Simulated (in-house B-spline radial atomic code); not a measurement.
A radial electron density 4πr²n(r) was computed for an atom or ion in its tabulated ground configuration with a B-spline radial code for spherical atoms; method: Dirac-Hartree-Fock, average of configuration. Columns: r (bohr), 4πr²n(r) (electrons per bohr), bar.

```
 0.00264   0.6918 #
 0.00318    0.974 #
 0.00383    1.364 ##
 0.00461    1.897 ###
 0.00554    2.611 ####
 0.00667    3.575 #####
 0.00803    4.842 #######
 0.00966    6.469 ##########
  0.0116     8.49 #############
   0.014    11.02 ################
  0.0168    13.89 #####################
  0.0203     17.2 ##########################
  0.0244    20.53 ##############################
  0.0294    23.66 ###################################
  0.0353    26.06 #######################################
  0.0425    27.38 #########################################
  0.0512    27.25 ########################################
  0.0616    25.73 ######################################
  0.0741     23.4 ###################################
  0.0892    21.31 ################################
   0.107    20.69 ###############################
   0.129    22.24 #################################
   0.155    25.49 ######################################
   0.187    28.77 ###########################################
   0.225    29.65 ############################################
   0.271    26.68 ########################################
   0.326    20.54 ##############################
   0.393    13.82 #####################
   0.472    9.699 ##############
   0.569    9.166 ##############
   0.684    10.77 ################
   0.824     11.9 ##################
   0.991    10.97 ################
    1.19    8.368 ############
    1.44    5.264 ########
    1.73    2.936 ####
    2.08    1.504 ##
     2.5   0.7435 #
    3.01   0.3502 #
    3.62   0.1494 
    4.36  0.05247 
    5.25  0.01413
```

Question: Which atom or ion is it?
A. V
B. Cr+
C. V+
D. V2+

Answer: C. The area under the curve, ∫4πr²n dr = ∫r·4πr²n d(ln r) on this logarithmic grid, is 22 electrons, which only this option has. The configuration is [Ar] 3d4.
